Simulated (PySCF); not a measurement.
Peak assignment

Atoms are numbered as in `[CH3:1][C:2]#[C:3][C@H:4]1[CH2:5][Si@H:6]([F:7])[CH2:8]1`. Each H is labelled by its parent atom. Ha(C5), Ha(C8) are cis to C3 on the ring; Hb(C5), Hb(C8) are trans to C3 on the ring.

[PySCF: PBE0/pcSseg-1 with gauge-including orbitals; geometry from GFN2-xTB; non-relativistic Hamiltonian; isolated molecule; equivalent nuclei averaged; single conformer]

References, each an isolated molecule treated in the same way: 13C, 1H vs TMS.

**Question.** Assign these signals to the numbered atoms. 13C{1H} NMR (computed): δ 92.7, 84.8, 34.5, 20.4, 4.9.

**Answer.** 
92.7 → C3, alkyne carbon: sp carbons lie upfield of alkene carbons because the cylindrical π system leaves one tensor component strongly shielded
84.8 → C2, alkyne carbon
34.5 → C5/C8, sp3 CH2 bonded to Si
20.4 → C4, propargylic sp3 CH: aliphatic region, no heteroatom directly attached
4.9 → C1, propargylic methyl carbon: a saturated carbon with 1 carbon neighbour and no heteroatom attached

**Question.** Assign these signals to the numbered atoms. 1H NMR (300 MHz, computed): δ 5.82 (m, 1H), 3.13 (m, 1H), 2.43 (m, 2H), 1.99 (s, 3H), 1.83 (m, 2H).

**Answer.** 
| δ (ppm) | atoms | environment | reason |
| --- | --- | --- | --- |
| 5.82 | H(Si6) | hydrogen on a silicon bonded to 2 C, F, in a 4-membered ring | – |
| 3.13 | H(C4) | hydrogen on a propargylic sp3 CH | – |
| 2.43 | Hb(C5)/Hb(C8) | hydrogen on an sp3 CH2 bonded to Si | – |
| 1.99 | H(C1) | hydrogen on a propargylic methyl carbon | – |
| 1.83 | Ha(C5)/Ha(C8) | hydrogen on an sp3 CH2 bonded to Si | – |

Splittings by 19F in the carbon and heteronuclear signals aren't shown, as no couplings were computed. Shifts are as computed. Against solution values, carbons near 30 ppm lie about +3 ppm off and those near 130 ppm about +5 ppm. Of 1309 compounds with measured shifts, 239 miss one by over three times the rms of a fit or turn the order of signals round; such compounds aren't used in these exercises. Multiplicities follow the n + 1 count of equivalent neighbours, as no J values were calculated; m marks all less simple cases, F and P coupling included.
